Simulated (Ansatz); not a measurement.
Cost and result up the ladder for Li₁₈ (18 atoms). Total charge 0; singlet. Geometry: PBE0/def2-SVP.

```
atom   x (Å)   y (Å)   z (Å)
 Li1   0.351   0.479   1.428
 Li2   0.751  -3.996  -0.505
 Li3  -1.122   0.499  -0.941
 Li4   2.315   1.532   2.914
 Li5  -1.017  -1.928  -2.505
 Li6  -1.330  -1.955   0.810
 Li7  -3.698  -0.110  -1.339
 Li8  -0.429  -0.166   3.901
 Li9  -2.355   2.876  -0.590
Li10   3.088   0.329   0.025
Li11  -1.583   1.578  -3.349
Li12   1.001  -1.306  -0.638
Li13  -0.494   2.849   2.405
Li14   1.798  -1.969   1.973
Li15   1.350   0.339  -2.787
Li16   0.795   2.518  -0.473
Li17   3.154  -2.254  -1.937
Li18  -2.575   0.687   1.606
```

Ansatz on 4 threads of Intel Xeon 6975P-C on a shared host. Times are rough, and most runs start from the orbitals of an earlier one. No level here is sound enough to serve as a yardstick. Binding counts from free atoms at the same level (Li doublet; other spins of the atoms weren't run), without zero-point energy or a counterpoise term.

B3LYP takes the VWN-RPA correlation. Correlated methods freeze no core orbitals; core or outer-core shells of Li are correlated, in sets that lack core-valence functions. The rows differ in basis, and correlated rows in double-zeta sets carry the largest basis error. The structure comes from a short search, and lower isomers may exist.

Correlated methods converge slowly with the basis, most of all in double-zeta sets.

```tsv
level	functions	wall time
PBE/def2-SVP	162	2.4 s
PBE/def2-TZVP	252	2.8 s
BLYP/def2-TZVP	252	3 s
B3LYP/def2-TZVP	252	3.7 s
MP2/def2-TZVP	252	3.8 s
PBE0/def2-SVP	162	4.1 s
PBE0/def2-TZVP	252	5.5 s
r2SCAN/def2-TZVP	252	5.5 s
PBE/def2-TZVPD	306	5.5 s
PBE0/def2-TZVPD	306	6.5 s
r2SCAN0/def2-TZVP (with forces)	252	8.5 s
RPA@PBE/def2-TZVP	252	9 s
r2SCAN0/def2-TZVPD	306	10 s
CCSD(T)/def2-SVP	162	43 s
```

(1) Estimate what each level gives for the binding energy per atom (eV).

Answers

(1) 
```json
{"level": "PBE/def2-SVP", "binding energy per atom (eV)": "1.16", "remarks": "restricted SCF unstable in HF"}
{"level": "PBE/def2-TZVP", "binding energy per atom (eV)": "1.12", "remarks": "restricted SCF unstable in HF"}
{"level": "BLYP/def2-TZVP", "binding energy per atom (eV)": "0.96", "remarks": "restricted SCF unstable in HF"}
{"level": "B3LYP/def2-TZVP", "binding energy per atom (eV)": "0.97", "remarks": "restricted SCF unstable in HF"}
{"level": "MP2/def2-TZVP", "binding energy per atom (eV)": "0.91", "remarks": "restricted SCF unstable"}
{"level": "PBE0/def2-SVP", "binding energy per atom (eV)": "1.11", "remarks": "restricted SCF unstable in HF"}
{"level": "PBE0/def2-TZVP", "binding energy per atom (eV)": "1.08", "remarks": "restricted SCF unstable in HF"}
{"level": "r2SCAN/def2-TZVP", "binding energy per atom (eV)": "1.09", "remarks": "restricted SCF unstable in HF"}
{"level": "PBE/def2-TZVPD", "binding energy per atom (eV)": "1.12", "remarks": "restricted SCF unstable in HF"}
{"level": "PBE0/def2-TZVPD", "binding energy per atom (eV)": "1.08", "remarks": "restricted SCF unstable in HF"}
{"level": "r2SCAN0/def2-TZVP (with forces)", "binding energy per atom (eV)": "1.08", "remarks": "restricted SCF unstable in HF"}
{"level": "RPA@PBE/def2-TZVP", "binding energy per atom (eV)": "0.79", "remarks": "restricted SCF unstable in HF"}
{"level": "r2SCAN0/def2-TZVPD", "binding energy per atom (eV)": "1.08", "remarks": "restricted SCF unstable in HF"}
{"level": "CCSD(T)/def2-SVP", "binding energy per atom (eV)": "1.04", "remarks": "restricted SCF unstable"}
```
